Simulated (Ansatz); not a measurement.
`C=C[SiH2]O`. Charge 0, multiplicity 1. All single points use the PBE0-D4/def2-TZVP geometry. It is one conformer, not always the lowest.

```xyz
10

C    -1.437    0.669    0.421
C    -0.207    0.960    0.007
Si    1.125   -0.322   -0.173
O     0.533   -1.842    0.073
H    -1.720   -0.345    0.688
H    -2.211    1.425    0.520
H     0.024    1.996   -0.240
H     1.730   -0.195   -1.530
H     2.186   -0.134    0.847
H    -0.023   -2.212   -0.613
```

Q: What is the dipole moment at PBE/def2-TZVPP? (Best estimate.)

A: Ansatz gave: 1.51 D, with components (-1.14, 0.31, -0.94) D in this frame, pointing from negative to positive charge.

Q: And with r2SCAN, B3LYP, ωB97M-V? (Estimate.)

A: The calculation gave: r2SCAN 1.56 D, B3LYP 1.57 D, ωB97M-V 1.59 D.

Q: Give the Mulliken charges with PBE, r2SCAN, ωB97M-V in def2-TZVPP. (Estimate.)

A: The calculation gave: 
```json
{"atom": "C1", "PBE": "-0.19", "r2SCAN": "-0.15", "ωB97M-V": "-0.21"}
{"atom": "C2", "PBE": "-0.17", "r2SCAN": "-0.21", "ωB97M-V": "-0.24"}
{"atom": "Si3", "PBE": "0.44", "r2SCAN": "0.55", "ωB97M-V": "0.46"}
{"atom": "O4", "PBE": "-0.36", "r2SCAN": "-0.42", "ωB97M-V": "-0.39"}
{"atom": "H5", "PBE": "0.09", "r2SCAN": "0.08", "ωB97M-V": "0.10"}
{"atom": "H6", "PBE": "0.10", "r2SCAN": "0.08", "ωB97M-V": "0.11"}
{"atom": "H7", "PBE": "0.08", "r2SCAN": "0.07", "ωB97M-V": "0.10"}
{"atom": "H8", "PBE": "-0.09", "r2SCAN": "-0.11", "ωB97M-V": "-0.06"}
{"atom": "H9", "PBE": "-0.07", "r2SCAN": "-0.09", "ωB97M-V": "-0.04"}
{"atom": "H10", "PBE": "0.19", "r2SCAN": "0.20", "ωB97M-V": "0.17"}
```

B3LYP here is the variant with VWN-RPA as its local correlation; programs differ in this.
